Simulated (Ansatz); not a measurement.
Geometry optimisation, Ansatz, RKS PBE0/def2-SVP.

Input file:

```yaml
crystal:
  periodic: [false, false, false]
  atoms:
    - { symbol: Ga, position_ang: [-0.942726, -0.272937, 0.3553] }
    - { symbol: H, position_ang: [1.642454, -0.011312, 1.323959] }
    - { symbol: O, position_ang: [2.022596, 0.018319, 0.417784] }
    - { symbol: H, position_ang: [2.358199, -0.878878, 0.300143] }
    - { symbol: H, position_ang: [-1.145823, 0.192908, -1.238685] }
basis:
  gaussian: { orbitals: def2-SVP }
hamiltonian:
  xc: pbe0
relax:
  f_tol: 0.03
  max_steps: 50
```

Command:

```bash
$ ansatz run input.yaml --threads 1 --pin off --max-ram 2048MiB --backend cpu --events-out ev --progress --plain --runs-dir out
```

Task: Where does it end, and by what steps?

Result: The forces met the threshold. After 9 steps the energy has fallen by 0.257 eV; H5 moved furthest, 0.78 Å.

| step | energy less start (eV) | largest force component (eV/Å) | accepted |
| --- | --- | --- | --- |
| 0 | 0.0000 | 0.764 | yes |
| 1 | -0.0195 | 2.106 | yes |
| 2 | -0.0904 | 1.756 | yes |
| 3 | -0.1620 | 0.489 | yes |
| 4 | -0.2096 | 0.215 | yes |
| 5 | -0.2347 | 0.397 | yes |
| 6 | -0.1589 | 1.381 | no |
| 7 | -0.2522 | 0.279 | yes |
| 8 | -0.2553 | 0.155 | yes |
| 9 | -0.2568 | 0.011 | yes |

```xyz
5
Properties=species:S:1:pos:R:3
Ga -0.849 0.040 0.469
H 1.918 -0.270 1.401
O 1.461 -0.017 0.591
H 1.908 -0.460 -0.140
H -0.503 -0.245 -1.163
```

Time of the run: 15 s on 1 thread of Arm Neoverse V2, with other jobs on the host, peak memory 0.11 GiB.
